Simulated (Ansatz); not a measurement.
Harmonic frequencies (cm⁻¹) at PBE0-D4/def2-TZVP from Ansatz: 76, 236, 249, 356, 381, 466, 612, 1877, 2438.

Each molecule was computed in one conformer, which needn't be the lowest.

Q: Which molecule is it?
A. `N#[C][InH2]`
B. `[NH2][In]([F])[Br]`
C. `[Cl][InH][SeH]`
D. `[F][InH][SeH]`

A: C.
